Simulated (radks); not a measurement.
Task: The mean radii <r> (bohr) of the occupied orbitals of an atom or ion are listed with their occupations. Method: Dirac Kohn-Sham, BLYP, spin-unpolarised, spherical densities, finite nucleus; Fermi nuclear charge, rms radius of each element as measured or else 0.836 A^(1/3) + 0.57 fm; computed with a radial shooting solver on a logarithmic mesh with Libxc functionals.

orbital  occ.      <r>
1s1/2       2  0.03516
2s1/2       2   0.1534
2p1/2       2   0.1307
2p3/2       4   0.1353
3s1/2       2   0.4286
3p1/2       2   0.4231
3p3/2       4   0.4336
3d3/2       4   0.4126
3d5/2       6   0.4160
4p1/2       2    1.173
4p3/2       4    1.200
4d3/2       4    1.557
4d5/2       1    1.569
5d3/2       2    5.159

Name the element and its charge. Open shells, if any, fill j = l - 1/2 first.

Result: Z = 42, molybdenum, charge +1: Mo+ in [Ar] 3d10 4p6 4d5 5d2. The 1s radius gives Z: for a bare nucleus <r> = (2 gamma + 1)/(2Z) with gamma = sqrt(1 - (Z/c)^2), 0.03457 bohr for Z = 42, and screening makes it slightly larger (0.03516 here). The occupations add up to 41, and the charge is Z minus that.
